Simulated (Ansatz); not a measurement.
`[AlH2][SeH]` and `[F][AlH][SeH]` differ in one atom or group.

Ansatz, PBE0-D4/def2-TZVP geometries, multiplicity 1. Each molecule was computed in one conformer, which needn't be the lowest.

Scalar relativity is left out up to krypton.

| property | `[AlH2][SeH]` |
| --- | --- |
| HOMO energy (PBE/def2-TZVPP) / eV | -6.37 |
| LUMO energy (ωB97M-V/def2-TZVPP) / eV | 0.13 |
| HOMO energy (PBE0/def2-TZVPP) / eV | -7.45 |
| size of the dipole moment (PBE/def2-TZVPP) / D | 0.65 |
| LUMO energy (B3LYP/def2-TZVPP) / eV | -1.68 |
| LUMO energy (PBE/def2-TZVPP) / eV | -2.23 |

(1) What does the change do to each property? (Best estimate.)

Results:

(1) Computed: 
| property | `[F][AlH][SeH]` | shift |
| --- | --- | --- |
| HOMO energy (PBE/def2-TZVPP) / eV | -6.52 | -0.15 |
| LUMO energy (ωB97M-V/def2-TZVPP) / eV | 0.56 | 0.43 |
| HOMO energy (PBE0/def2-TZVPP) / eV | -7.65 | -0.20 |
| size of the dipole moment (PBE/def2-TZVPP) / D | 1.60 | 0.95 |
| LUMO energy (B3LYP/def2-TZVPP) / eV | -1.27 | 0.41 |
| LUMO energy (PBE/def2-TZVPP) / eV | -1.80 | 0.43 |

With PBE0 the HOMO falls by 0.20 eV and the LUMO rises by 0.44 eV, so the gap widens by about 0.64 eV. PBE moves the HOMO by -0.15 eV and ωB97M-V by -0.21 eV. Dipoles are sizes alone; their direction can turn.

B3LYP here is the variant with VWN-RPA as its local correlation; programs differ in this.

Spin–orbit coupling is left out; it splits and shifts lone-pair levels of the heavy atoms by tenths of an eV.
